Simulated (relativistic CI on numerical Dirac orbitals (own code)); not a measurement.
Ta30+: q coefficients and field-shift factors

Calculated at this level of theory: Dirac-Coulomb-Breit CI, separate exchange-only KLI orbitals for each configuration, derivatives by finite differences, unscaled Slater integrals, QED left out (own radial code, finite nucleus).

CI space (outside the closed core [Ar] 3d10): 4s2.4p6.4d7, 4s2.4p5.4d8, 4s2.4p6.4d6.4f, 4s2.4p4.4d9, 4s.4p6.4d8, 4p6.4d9, 4s2.4p6.4d6.5s, 4s.4p5.4d9. Levels of other configurations are missing.

With x = (α/α₀)² − 1 an excitation energy changes as ω = ω₀ + qx; K = 2q/ω₀ is the relative enhancement. Terms are leading LS components, so labels can repeat. The field-shift factor is F = δν/δ⟨r²⟩ for the transition from the lowest level.

Lowest level 4s2.4p6.4d7 4F_9/2.

```tsv
Level	ω₀ (cm⁻¹)	q (cm⁻¹)	F (GHz/fm²)
4s2.4p6.4d7 2P_3/2	34357	-168.7	-0.684
4s2.4p6.4d7 2D_5/2	52295	8657	0.198
4s2.4p6.4d7 4F_7/2	114236	126400	3.33
4s2.4p6.4d7 2G_9/2	140964	120700	3.33
4s2.4p6.4d7 4F_3/2	141514	128000	3.35
4s2.4p6.4d7 4P_5/2	147568	130600	3.54
4s2.4p6.4d7 4P_1/2	153268	125400	2.74
4s2.4p6.4d7 2H_11/2	168628	122700	3.7
4s2.4p6.4d7 2G_7/2	181488	131300	3.51
4s2.4p6.4d7 2F_5/2	198692	119300	3.33
4s2.4p6.4d7 2D_3/2	244875	147700	4.42
4s2.4p6.4d7 4F_5/2	254432	246600	6.37
4s2.4p6.4d7 4P_3/2	265586	233400	5.8
4s2.4p6.4d7 2P_1/2	280023	252900	5.94
4s2.4p6.4d7 2H_9/2	285684	249600	6.91
4s2.4p6.4d7 2F_7/2	295916	242300	6.41
4s2.4p6.4d7 2D_5/2	365500	248000	6.91
4s2.4p6.4d7 2D_3/2	411146	372800	9.4
4s2.4p5.4d8 4G°_11/2	1389024	170500	14
4s2.4p5.4d8 2D°_5/2	1403572	163200	13
4s2.4p5.4d8 4F°_9/2	1405716	152200	14.5
4s2.4p5.4d8 2F°_7/2	1420920	169500	12.5
4s2.4p5.4d8 2P°_1/2	1422042	151300	14.5
```

At this charge energies of transitions that change n are usually good to better than 1 %, and those within a shell (Δn = 0) to a few per cent. Terms inside the open d or f shell come out 10 to 20 % too wide with unscaled integrals.

**Question.** Which transition from the lowest level has the largest |K|?

**Answer.** 4s2.4p6.4d7 4F_7/2 at 114236 cm⁻¹, K = 2.21.
